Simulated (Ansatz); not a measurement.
Consider the formal exchange of groups at the Sn–As bond: `[F][SnH2][AsH2]` + `C=CC` → `C=C[CH2][SnH2][F]` + `[AsH3]`.

Computed with Ansatz on PBE0-D4/def2-TZVP structures; ΔE is electronic, products minus reactants. CBS: MP2 limit from def2 TZ/QZ plus the TZ coupled-cluster correction, frozen cores. Functionals use def2-TZVPP. B3LYP here is the variant with VWN-RPA as its local correlation; programs differ in this. Elements past krypton have def2 core potentials. For As, Sn outer-core shells are correlated without core-valence functions, which leaves a few kJ/mol of doubt a bond. Scalar relativity is left out up to krypton. One conformer a species, not always the lowest.

```json
{"level": "BLYP-D4", "ΔE (kJ/mol)": "71.1", "difference from CCSD(T)/CBS": "2.7"}
{"level": "r2SCAN-D4", "ΔE (kJ/mol)": "71.7", "difference from CCSD(T)/CBS": "3.3"}
{"level": "B3LYP-D4", "ΔE (kJ/mol)": "72.5", "difference from CCSD(T)/CBS": "4.1"}
{"level": "revPBE", "ΔE (kJ/mol)": "76.2", "difference from CCSD(T)/CBS": "7.8"}
{"level": "BLYP", "ΔE (kJ/mol)": "76.4", "difference from CCSD(T)/CBS": "8.0"}
{"level": "r2SCANh", "ΔE (kJ/mol)": "73.5", "difference from CCSD(T)/CBS": "5.1"}
{"level": "CAM-B3LYP", "ΔE (kJ/mol)": "71.8", "difference from CCSD(T)/CBS": "3.4"}
{"level": "RPA@PBE/def2-TZVPP", "ΔE (kJ/mol)": "57.6", "difference from CCSD(T)/CBS": "-10.8"}
{"level": "HF/def2-SVP", "ΔE (kJ/mol)": "76.5", "difference from CCSD(T)/CBS": "8.1"}
{"level": "MP2/CBS(def2)", "ΔE (kJ/mol)": "69.2", "difference from CCSD(T)/CBS": "0.8"}
{"level": "CCSD(T)/CBS", "ΔE (kJ/mol)": "68.4", "difference from CCSD(T)/CBS": "0"}
```

Task: What do rigid-rotor, harmonic-oscillator terms from PBE0-D4/def2-TZVP frequencies (298.15 K, 1 bar) make of the CCSD(T)/CBS value? (Estimate.)

Result: Computed: ΔZPE = -9.0 kJ/mol, ΔH = +60.0 kJ/mol, ΔS = -17 J/(mol·K), ΔG = +65.0 kJ/mol. Modes under 50 cm⁻¹ make the entropy rough.

Largest T1 diagnostic among the species: 0.013.

Leaving LDA and LC-ωPBE aside and taking each functional with its dispersion term where it has one, the values, not all of them listed here, spread over 8.0 kJ/mol, from B97M-V to BHLYP-D4. LDA lies −5.3 kJ/mol from PBE without D4. The D4 term adds −3.9 kJ/mol with B3LYP and −2.3 kJ/mol with PBE0; it sums over pairs of atoms, weighted by their polarisabilities, and B3LYP, whose exchange is more repulsive, gets the larger term. In def2-TZVPP, CCSD(T) changes the Hartree–Fock value by −14.2 kJ/mol (the triples alone add −1.5 kJ/mol) and MP2 by −13.5 kJ/mol.
